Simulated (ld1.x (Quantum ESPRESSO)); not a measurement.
**Pseudopotential generation for nitrogen: PAW, PW91, scalar-relativistic.**

ld1.x (Quantum ESPRESSO) 7.5 input, shortened:

```
&input
   title='N', zed=7., rel=1, dft='PW91', iswitch=3,
   config='[He] 2s1 2p4 3d-2'
 /
 &inputp
   pseudotype=3, lpaw=.true., tm=.true., lloc=-2, rcloc=1.10,
   nlcc=.false.,
   which_augfun='BESSEL', rmatch_augfun=0.55
 /
6
2S  1  0   1.00   0.00  0.75  0.95  0.0
2S  1  0   0.00   0.70  0.75  0.95  0.0
2P  2  1   4.00   0.00  0.94  1.00  0.0
2P  2  1   0.00   0.05  0.94  1.00  0.0
3D  3  2  -2.00   0.30  1.10  1.20  0.0
3D  3  2  -2.00   0.75  1.10  1.20  0.0
 &test
   configts(1)='2s1 2p4'
 /
```

- Cutoffs needed: 70 Ry and 80 Ry (the cutoffs (Ry, on a coarse ladder) from which the occupation-weighted sum of valence levels, in a spherical-Bessel basis at the reference potential, stays within 10 and 1 mRy of its value at 400 Ry)
- Ghost test: no extra level below or beside the all-electron valence levels (s, p, d, f tested) (spherical-Bessel basis up to 400 Ry, 20 bohr box)
- Configuration tests: test run stopped at test 2 of 7 (negative rho)
- Lowest eigenvalue of the overlap operator: 0.54 (s channel)
